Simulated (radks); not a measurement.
Values are calculated unless marked as measured or tabulated.
Fractional charge and spin in the 4s shell of krypton: the spin-up occupation runs from 0 to 1 and the spin-down occupation from 0 to 1; the fullest corner is Kr2+, [Ar] 3d10 4p(up 2, down 2) 4s(up 1, down 1). Level of theory: non-relativistic Kohn-Sham, PBEsol, spin-polarised, spherical densities, point nucleus (a radial shooting solver on a logarithmic mesh with Libxc functionals). Energy (eV) minus the two flat planes that join the four corners (they meet along the diagonal where the two added fractions sum to one electron); zero is where a piecewise linear energy would lie.

down \ up,0,0.25,0.5,0.75,1
0,0.000,-1.289,-1.715,-1.283,0.000
0.25,-1.289,-1.630,-1.118,0.240,-1.216
0.5,-1.715,-1.118,0.319,-1.062,-1.617
0.75,-1.283,0.240,-1.062,-1.542,-1.208
1,0.000,-1.216,-1.617,-1.208,0.000

Corners above the fullest one (they belong to Kr3+ and the next ion): (up 1, down 0) 51.445 eV, (up 0, down 1) 51.445 eV, (up 0, down 0) 117.50 eV. With half an added electron in each spin the energy lies 0.319 eV from the planes, and with half an added electron in spin up alone -1.715 eV. The planes are only a guide here: the flat-plane condition holds for ground states with one frontier orbital, while this shell lies below other occupied shells, so the corners above the fullest one are inner-hole states and not the ground states of those ions.
